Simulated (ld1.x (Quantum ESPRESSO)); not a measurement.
An all-electron radial function and its pseudo partner (palladium)

Columns: radius, all-electron u(r) and pseudo u(r) of the 4d shell (level -4.31 eV) of palladium in the configuration [Ar] 3d10 4s2 4p6 4d10 5s0 5p0; LDA (PZ), scalar-relativistic, TM scheme, ld1.x (Quantum ESPRESSO) 7.5.

```json
{"r (bohr)": "0.082", "all-electron": "0.1336", "pseudo": "-0.0023"}
{"r (bohr)": "0.165", "all-electron": "0.3594", "pseudo": "-0.0183"}
{"r (bohr)": "0.248", "all-electron": "0.4098", "pseudo": "-0.0586"}
{"r (bohr)": "0.330", "all-electron": "0.2945", "pseudo": "-0.1270"}
{"r (bohr)": "0.413", "all-electron": "0.0918", "pseudo": "-0.2230"}
{"r (bohr)": "0.495", "all-electron": "-0.1292", "pseudo": "-0.3363"}
{"r (bohr)": "0.578", "all-electron": "-0.3356", "pseudo": "-0.4573"}
{"r (bohr)": "0.660", "all-electron": "-0.5051", "pseudo": "-0.5707"}
{"r (bohr)": "0.742", "all-electron": "-0.6353", "pseudo": "-0.6679"}
{"r (bohr)": "0.825", "all-electron": "-0.7292", "pseudo": "-0.7439"}
{"r (bohr)": "0.908", "all-electron": "-0.7898", "pseudo": "-0.7959"}
{"r (bohr)": "0.990", "all-electron": "-0.8233", "pseudo": "-0.8255"}
{"r (bohr)": "1.072", "all-electron": "-0.8366", "pseudo": "-0.8372"}
{"r (bohr)": "1.155", "all-electron": "-0.8345", "pseudo": "-0.8346"}
{"r (bohr)": "1.238", "all-electron": "-0.8213", "pseudo": "-0.8213"}
{"r (bohr)": "1.320", "all-electron": "-0.8005", "pseudo": "-0.8005"}
{"r (bohr)": "1.402", "all-electron": "-0.7747", "pseudo": "-0.7747"}
{"r (bohr)": "1.485", "all-electron": "-0.7453", "pseudo": "-0.7453"}
{"r (bohr)": "1.568", "all-electron": "-0.7140", "pseudo": "-0.7140"}
{"r (bohr)": "1.650", "all-electron": "-0.6824", "pseudo": "-0.6824"}
{"r (bohr)": "1.733", "all-electron": "-0.6502", "pseudo": "-0.6502"}
{"r (bohr)": "1.815", "all-electron": "-0.6189", "pseudo": "-0.6189"}
{"r (bohr)": "1.898", "all-electron": "-0.5880", "pseudo": "-0.5880"}
{"r (bohr)": "1.980", "all-electron": "-0.5584", "pseudo": "-0.5584"}
{"r (bohr)": "2.062", "all-electron": "-0.5300", "pseudo": "-0.5300"}
{"r (bohr)": "2.145", "all-electron": "-0.5025", "pseudo": "-0.5025"}
```

Task: How many radial nodes do the two functions have?

Result: The all-electron 4d function has n − l − 1 = 1; the pseudo-wave has 0, since the states of the same l below it are removed with the core.

Task: At about which radius was the pseudo-wave matched?

Result: 1.30 bohr. The columns agree to 0.0005 from 1.16 bohr on; several derivatives are matched, so the curves merge somewhat inside the radius.

Task: Where does each function peak?

Result: Outermost all-electron maximum near 1.07 bohr, pseudo maximum near 1.07 bohr (to the table’s step).

Task: Is the pseudo-wave norm-conserving?

Result: Yes: the TM scheme keeps the norm inside the radius equal to the all-electron one, which fixes the energy derivative of the logarithmic derivative at the level.
